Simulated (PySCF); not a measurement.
## Working with the constants of SeF

UHF-CCSD(T) constants of SeF, ²Π (doublet), unpaired electrons π ↑ (basis Se def2-SVP, F def2-SVP; no relativity; PySCF 2.14; masses 79.9165 and 18.9984 u):

| Item | Value |
| --- | --- |
| ωe | 675.7 cm⁻¹ |
| ωexe | 3.22 cm⁻¹ |
| Be | 0.35068 cm⁻¹ |
| αe | 0.00233 cm⁻¹ |
| D (centrifugal) | 3.78e-07 cm⁻¹ |
| De to Se + F | 2.76 eV |

Give the vibrational terms G(v) and spacings up to v = 6.

G(v) = ωe(v+½) − ωexe(v+½)².

| v | G(v) (cm⁻¹) | G(v) − G(v−1) | Bv (cm⁻¹) |
| --- | --- | --- | --- |
| 0 | 337.0 |  | 0.3495 |
| 1 | 1006.3 | 669.3 | 0.3472 |
| 2 | 1669.1 | 662.8 | 0.3449 |
| 3 | 2325.5 | 656.4 | 0.3425 |
| 4 | 2975.4 | 649.9 | 0.3402 |
| 5 | 3618.9 | 643.5 | 0.3379 |
| 6 | 4256.0 | 637.1 | 0.3355 |

How well does the Morse estimate ωe²/(4ωexe) reproduce De, and what is D0?

It gives 4.39 eV, 159 % of the computed De. D0 = De − G(0) = 2.76 − 0.04 = 2.72 eV.

Correlated steps freeze 10 core orbitals. Correlated levels converge slowly with the basis: in double zeta they bind strong bonds too weakly, by up to about 1 eV, and carry superposition errors of some tenths. Spin–orbit coupling is left out. The state is the lowest determinant that a PBE0 search found; another state may lie lower at other levels.
